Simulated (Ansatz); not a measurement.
`CO[SiH2]F` → H–F + `CO[SiH]` at 600 K and 1 bar (silylene formation by 1,1-elimination).

Program: Ansatz. Geometries: PBE0-D4/def2-TZVP. ΔE: electronic, gas phase. CBS: MP2 limit from def2 TZ/QZ plus the TZ coupled-cluster correction, frozen cores. This one scheme is used for every species. Each species was taken in one conformer, which may not be the lowest.

```csv
species,CCSD(T)/CBS energy (Eh),H − E (kJ/mol),S (J/(mol·K))
`CO[SiH2]F`,-505.20189,214.8,391.4
H–F,-100.39570,42.3,194.0
`CO[SiH]`,-404.67988,167.6,334.2
```

H − E and S are ideal-gas, rigid-rotor, harmonic terms from PBE0-D4/def2-TZVP, for one conformer and one mirror image of each species. 1 Eh = 2625.50 kJ/mol, R = 8.31446 J/(mol·K).

**Question.** By hand: ΔE, ΔH, ΔS and ΔG.

**Answer.** ΔE = (-100.39570) + (-404.67988) − (-505.20189) = 0.12631 Eh = 331.6 kJ/mol. Δ(H − E) = 42.3 + 167.6 − 214.8 = -4.9, so ΔH = 326.7 kJ/mol. ΔS = 194.0 + 334.2 − 391.4 = 136.8 J/(mol·K). ΔG = 326.7 − 600 × (136.8)/1000 = 244.6 kJ/mol.

**Question.** By hand: the equilibrium constant, and the temperature at which ΔG would vanish if ΔH and ΔS stayed fixed.

**Answer.** log₁₀ K = −ΔG/(RT ln 10) = -21.3. ΔG = 0 at ΔH/ΔS = 2388 K.

The number of gas molecules changes by +1, which sets the sign of ΔS. A doubt of 5 kJ/mol in ΔE shifts log₁₀ K by 0.4 here. Other conformers and mirror images would add mixing entropy, several J/(mol·K) or more a flexible species. These are equilibria of isolated gas molecules and say nothing of rates. Largest T1 diagnostic: 0.015 (customary marks: 0.02 for closed shells, 0.045 for open ones).
